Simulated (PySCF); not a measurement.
# How methods differ on the ionisation energy of Au⁶¹⁺

Au⁶¹⁺ [Ar] (1S) → Au⁶²⁺ [Ne] 3s2 3p5 (2P), as a difference of total energies. All numbers are calculated (PySCF 2.14, scalar relativity by spin-free X2C-1e, in an even-tempered Gaussian basis (17 s from 17 bohr⁻², ratio 2.5; 12 p from 23 bohr⁻², ratio 2.5; 4 d from 92 bohr⁻², ratio 2.7; 4 f from 140 bohr⁻², ratio 2.7)). Correlated levels: outer shells: 1s2 frozen; virtual orbitals above 40 to 60 times the deepest correlated orbital energy dropped. The calculations carry no spin-orbit coupling.

```csv
method,ionisation energy (eV)
UHF,6874.7
LDA,6874.8
PBE,6875.8
PBE0,6876.0
r2SCAN,6877.3
revPBE,6875.7
MN15,6881.9
MP2 (outer shells),6875.8
SCS-MP2 (outer shells),6875.6
```

A first-order spin-orbit estimate (lowest level to lowest level, LS coupling) adds -145.7 eV.

Breit and QED terms and the two-electron picture change are absent.

For comparison: 6724 ± 12 eV (theoretical estimate listed by NIST; NIST Atomic Spectra Database, ionization energies).
